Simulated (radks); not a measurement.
The nuclear charge of neutral cadmium is varied continuously with 48 electrons held in [Kr] 4d10 5s2. Calculated with a radial shooting solver on a logarithmic mesh with Libxc functionals: scalar-relativistic Kohn-Sham, r2SCAN, spin-polarised, spherical densities, finite nucleus; meta-GGA in the generalised Kohn-Sham scheme; Fermi nuclear charge, rms radius 4.6087 fm. By the Hellmann-Feynman theorem dE/dZ = E(electron-nucleus)/Z, the electronic potential at the nucleus (averaged over a nucleus of fixed radius). The scalar-relativistic energy here is not variational (the density holds large components alone), so the two differ by a part that grows with Z.

| Z | E (hartree) | E(electron-nucleus)/Z (hartree) | HOMO | e(HOMO) (eV) | <r> HOMO (bohr) |
|---|---|---|---|---|---|
| 47.75 | -5524.88567 | -279.800 | 5s | -3.882 | 3.045 |
| 48 | -5595.30391 | -281.838 | 5s | -5.849 | 2.893 |
| 48.25 | -5666.23549 | -283.875 | 5s | -7.968 | 2.766 |
| 48.5 | -5737.68012 | -285.910 | 5s | -10.225 | 2.658 |
| 48.75 | -5809.63768 | -287.945 | 5s | -12.611 | 2.564 |
| 49 | -5882.10815 | -289.979 | 5s | -15.117 | 2.480 |

The central difference of E at Z = 48 is -282.700 hartree, to compare with the third column; the second derivative is -8.21 hartree.
